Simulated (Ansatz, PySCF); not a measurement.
Complex: C2H4 (SMILES C=C) (first 6 atoms) with H4OSi (SMILES O[SiH3]); geometry from B3LYP-D3(BJ)/def2-TZVP, rigid monomers moved along the line of their centres of mass till H4···O7 is 3.68 Å.
(charge 0, multiplicity 1):
```xyz
12

C     -0.35516    -0.46886    -0.01820
C      0.46626     0.57046     0.00286
H     -1.16453    -0.53941    -0.73512
H     -0.24692    -1.28368     0.68632
H      1.27205     0.63552     0.72348
H      0.36671     1.39421    -0.69385
O      0.68888    -1.02802     4.23245
Si    -0.32458     0.16500     4.77394
H      1.56069    -1.09635     4.62832
H     -0.42553     0.13391     6.25528
H     -1.64180    -0.10880     4.17191
H      0.14883     1.51168     4.37429
```

Interaction energies are E(AB) − E(A) − E(B) at the monomers' geometry in the complex; basis-set methods are counterpoise corrected. Rows marked so take none.

Frozen-core correlation. Rows in 3-21G, 6-31G*, STO-3G carry no dispersion term and start afresh at each structure (6-31G* with six Cartesian d functions).

Run with Ansatz (Gaussian orbitals); PySCF for 3-21G rows, 6-31G* rows, STO-3G rows, the dispersion terms. 

| level | interaction energy (kcal/mol) |
|---|---|
| HF/STO-3G (no counterpoise) | -0.11 |
| HF/3-21G (no counterpoise) | -0.62 |
| r2SCAN-D3(BJ)/def2-TZVPPD | -0.76 |
| B3LYP/3-21G (no counterpoise) | -0.50 |
| B3LYP/6-31G* | -0.06 |
| B3LYP-D3(BJ)/def2-TZVPPD | -0.73 |
| PBE0-D4/def2-TZVPPD | -0.90 |
| M06-2X/6-31G* (no counterpoise) | -0.89 |
| CCSD(T)/aug-cc-pV(D+d)Z | ? |

Question: Some entries are withheld; supply them.

Answer: 
- CCSD(T)/aug-cc-pV(D+d)Z, interaction energy (kcal/mol): -0.67

Ansatz is a quantum-chemistry and plane-wave program.
